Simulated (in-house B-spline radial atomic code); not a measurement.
Computed with a B-spline radial atomic code. Model: two electrons, singlet ground state, non-relativistic, full CI in B-splines with partial waves to l = 8 (at full coupling up to 3e-4 hartree above the limit, correlation up to 0.6 % small), density held at that of full coupling by Lieb maximisation.

W(λ) is the mean repulsion in the state of coupling λ less the Hartree energy of the fixed density. Its start is exact exchange, its initial slope is twice the second-order Görling-Levy correlation energy, and its area from 0 to 1 is E_xc. A straight curve means weak, dynamic correlation, and a curve that drops fast and flattens means strong correlation.

Command:
```bash
python run_ac.py task.json out
```
Settings (lengths in bohr, energies in hartree):
```
potential              dot
strength               3.2
lmax                   8
second                 -0.5
```

Cost of the run: 12 s on 1 thread of Intel(R) Xeon(R) Processor @ 2.30GHz, with other jobs on the host.

**W = mean repulsion less Hartree energy, and W of three functionals.**

Given: confinement charge in harmonic well; well frequency 3.2 hartree; nuclear charge -0.5; external potential omega^2 r^2/2 - Z/r.

Computed: PBE exchange minus exact 54.423 millihartree; SCAN exchange minus exact 1.2629 millihartree.

| coupling | W xc (hartree) | W xc minus exchange (millihartree) | kinetic minus Kohn-Sham (millihartree) | LDA (PW92) W minus its exchange (millihartree) | PBE W minus its exchange (millihartree) | SCAN W minus its exchange (millihartree) |
| --- | --- | --- | --- | --- | --- | --- |
| 0 | -1.3029 | 0 | 0 | 0 | 0 | 0 |
| 0.02 | -1.3049 | -2.046 | 0.02 | -12.64 | -3.6 | -1.91 |
| 0.05 | -1.308 | -5.088 | 0.13 | -26.1 | -8.69 | -4.72 |
| 0.12 | -1.3149 | -12.056 | 0.72 | -50.5 | -19.71 | -11.09 |
| 0.25 | -1.3274 | -24.534 | 3.02 | -85.1 | -38.1 | -22.37 |
| 0.4 | -1.3411 | -38.223 | 7.46 | -116.76 | -57.02 | -34.68 |
| 0.6 | ? | ? | ? | ? | ? | ? |
| 0.8 | -1.3742 | -71.354 | 27.18 | -180.58 | -99.68 | -64.46 |
| 1 | -1.3891 | -86.269 | 40.59 | -205.98 | -117.99 | -77.96 |
| 1.4 | -1.4161 | -113.25 | 72.85 | -248.91 | -150.33 | -102.67 |
| 2 | ? | ? | ? | ? | ? | ? |
| 3 | -1.4958 | -192.97 | 243.18 | -364.67 | -244.32 | -179.23 |
| 4.5 | -1.5447 | -241.79 | 423.99 | -433.51 | -303.66 | -229.84 |
| 7 | -1.5973 | -294.47 | 721.45 | -510.1 | -371.81 | -288.24 |
| 10 | -1.6367 | -333.81 | 1051.4 | -570.62 | -426.87 | -334 |

(1) What belongs in the row 0.6?

(2) What belongs in the row 2?

(3) What is the LDA exchange minus exact?

**Energy parts, natural occupations and partial-wave weights.**

Computed: correlation energy -0.045679 hartree; kinetic part of the DFT correlation energy 0.04059 hartree; initial slope twice GL2 -0.1027 hartree; kinetic part over minus potential part 0.47051; Hartree energy 2.6058 hartree; Kohn-Sham kinetic 4.105 hartree; Lieb Oxford ratio E_xc over LDA exchange 1.2077.

```csv
natural,occupation of the shell (electrons)
s,1.9889
p,0.010148
s,?
d,0.00040154
p,7.1277e-05
f,5.1474e-05
```

(4) What belongs in the row s?

```csv
wave,weight
s,0.99464
p,0.0051118
d,0.00020911
f,?
g,6.3765e-06
```

(5) What belongs in the row f?

(6) What is the total energy?

(7) What is the exchange energy?

Answers

(1) W xc (hartree): -1.3582; W xc minus exchange (millihartree): -55.371; kinetic minus Kohn-Sham (millihartree): 16.01; LDA (PW92) W minus its exchange (millihartree): -151.4; PBE W minus its exchange (millihartree): -79.52; SCAN W minus its exchange (millihartree): -50.07.

(2) W xc (hartree): -1.4506; W xc minus exchange (millihartree): -147.71; kinetic minus Kohn-Sham (millihartree): 131.1; LDA (PW92) W minus its exchange (millihartree): -300.21; PBE W minus its exchange (millihartree): -190.92; SCAN W minus its exchange (millihartree): -134.99.

(3) 186.21 millihartree.

(4) occupation of the shell (electrons): 0.0004195.

(5) weight: 2.8159e-05.

(6) 12.8246 hartree.

(7) -1.3029 hartree.

Half-way to full coupling W has made 54 % of its drop, against 50 % for a straight line, and second-order (GL2) theory, half the initial slope, overshoots the correlation energy by about 12 %: a moderate bend, as in light atoms. Over couplings 0 to 1 the errors in E_xc come to about +106 millihartree for LDA, +35 millihartree for PBE, +5.6 millihartree for SCAN, so SCAN is nearest. In LDA and PBE the errors of exchange and correlation have opposite signs, so the sum is smaller than the larger of the two.
